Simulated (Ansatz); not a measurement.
Conformers and stereoisomers of C₂H₃AlF₂ (`FC=[C](F)[AlH2]`), each relaxed with PBE0-D4/def2-TZVP in Ansatz. CBS adds the triple-zeta coupled-cluster correction to the MP2 limit.

Not all of them had a frequency check.

Conformer A:

```xyz
8

F     0.025    0.121   -1.469
C    -1.012    0.466   -0.585
C    -0.639    0.203    0.654
F    -1.440    0.438    1.693
Al    1.180   -0.510    0.307
H    -1.874    0.865   -1.098
H     1.356   -2.072    0.135
H     2.404    0.488    0.363
```

Conformer B:

Z-matrix (Å, degrees):
```
C
C 1 1.334
F 1 1.328 2 123.8
H 1 1.084 2 122.4 3 180.0
Al 2 1.948 1 120.1 3 180.0
F 2 1.351 1 117.9 3 0.0
H 5 1.579 2 120.6 1 -180.0
H 5 1.583 2 115.0 1 -0.0
```

(1) Which is lowest in electronic energy at CCSD(T)/CBS (frozen core, def2 sets), and by how much? (Best estimate.)

(2) Give the energies relative to B (kJ/mol) with r2SCAN-D4/def2-TZVPP, r2SCAN/def2-TZVPP, B3LYP/def2-TZVPP, SCS-MP2/def2-TZVPP, MP2/def2-QZVPP, CCSD(T)/def2-QZVPP, CCSD/CBS(def2). (An estimate is asked.)

Answers

(1) Computed: B; A lies 14.3 kJ/mol higher.

(2) Ansatz gave: 
```csv
level,A
r2SCAN-D4/def2-TZVPP,17.0
r2SCAN/def2-TZVPP,17.1
B3LYP/def2-TZVPP,20.2
SCS-MP2/def2-TZVPP,15.4
MP2/def2-QZVPP,15.4
CCSD(T)/def2-QZVPP,14.2
CCSD/CBS(def2),15.1
```

B3LYP here is the variant with VWN-RPA as its local correlation; programs differ in this.
